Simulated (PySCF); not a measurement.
Molecule: SMILES F[C@@]12CCCC[C@]1(F)O2, C$_{6}$H$_{8}$F$_{2}$O.

Cartesian coordinates in Å; atom numbers follow the order of the lines, from 1:
```xyz
17

F    -0.965    2.592   -0.062
C    -0.431    1.387    0.270
C    -1.458    0.291    0.374
C    -0.762   -1.065    0.499
C     0.281   -1.239   -0.604
C     1.456   -0.280   -0.397
C     0.958    1.116   -0.110
F     1.643    2.090   -0.767
O     0.603    1.452    1.194
H    -2.071    0.330   -0.530
H    -2.101    0.481    1.236
H    -1.511   -1.855    0.436
H    -0.275   -1.134    1.472
H     0.656   -2.262   -0.607
H    -0.184   -1.046   -1.573
H     2.087   -0.241   -1.286
H     2.068   -0.606    0.446
```

Frames of a GFN2-xTB Langevin trajectory at 300 K; GIAO PBE0/pcSseg-1 shieldings in PySCF, gas phase, non-relativistic; equivalent atoms averaged within each frame.

Shifts are taken against calculated references (same method and geometry level): 19F (σref 170.95) against CFCl3; 13C (σref 186.93) and 1H (σref 31.72) vs TMS; 17O (σref 336.08) vs H2O. The references are static minima.

How do the shifts (ppm) fluctuate along the trajectory?

## Answers


```tsv
time (fs)	F1/F8	C2/C7	C3/C6	C4/C5	O9	H10/H16	H13/H14	H11/H17	H12/H15
250	-176.9	91.9	33.8	26.6	125.0	3.05	2.30	2.29	1.53
425	-154.0	98.6	30.8	28.4	139.2	1.99	1.62	2.19	2.34
625	-153.7	99.8	29.7	19.0	159.8	2.33	0.69	1.83	1.31
800	-160.7	96.6	27.2	20.4	131.7	1.10	1.34	2.85	1.96
1000	-140.1	102.4	29.2	27.5	140.4	2.01	2.48	1.88	2.10
mean of frames	-157.1	97.9	30.2	24.4	139.2	2.10	1.68	2.21	1.85
standard deviation	13.4	3.9	2.4	4.3	13.1	0.70	0.73	0.41	0.42
```

5 frames give an uncertainty of the mean of about the standard deviation over 2.2 at best, since frames this close in time may not be independent; classical motion lacks zero-point vibration, and the reference would need the same averaging.
